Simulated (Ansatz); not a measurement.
Molecule: sum formula GaOH, charge 1, multiplicity 2. 
Structure (B3LYP-D3(BJ)/def2-TZVP (Ansatz, a quantum-chemistry and plane-wave program) minimum search):
```xyz
3

Ga    -0.3029    -0.1467    -0.2438
O      1.0432     0.4006     0.8114
H      1.0455     1.3436     1.0675
```
Charge +1, spin multiplicity 2.

Total electronic energies in hartree. Correlated levels leave the core frozen unless marked. UHF or UKS for open shells. No spin-orbit coupling. The frozen core is the preceding noble-gas configuration, with the filled d and f shells of earlier blocks. No relativistic terms. CBS marks a two-point X^-3 extrapolation of the correlation energy; Hartree-Fock from the larger set.

```json
[
 {"level": "RI-HF/aug-cc-pVTZ", "program": "Ansatz", "energy (Eh)": "-1998.48926"},
 {"level": "PBE-D4/def2-TZVPD", "program": "Ansatz + dftd4", "energy (Eh)": "-2000.03589"},
 {"level": "LC-wPBE/def2-TZVPD", "program": "Ansatz", "energy (Eh)": "-2000.09359"},
 {"level": "B2GP-PLYP/def2-TZVPD", "program": "Ansatz", "energy (Eh)": "-1999.77986"},
 {"level": "RPA@PBE/cc-pVQZ", "program": "Ansatz", "energy (Eh)": "-1998.94715"},
 {"level": "MP2/6-31G", "program": "Ansatz", "energy (Eh)": "-1998.21286"},
 {"level": "CCSD(T)/def2-SVPD", "program": "Ansatz", "energy (Eh)": "-1998.35886"},
 {"level": "CCSD(T)/def2-QZVPPD", "program": "Ansatz", "energy (Eh)": "-1998.81089"},
 {"level": "CCSD(T)/CBS(aug-cc-pVTZ,aug-cc-pVQZ)", "program": "Ansatz", "energy (Eh)": "-1998.8253"}
]
```

Totals of different functionals don't rank their quality; only differences between species are comparable.
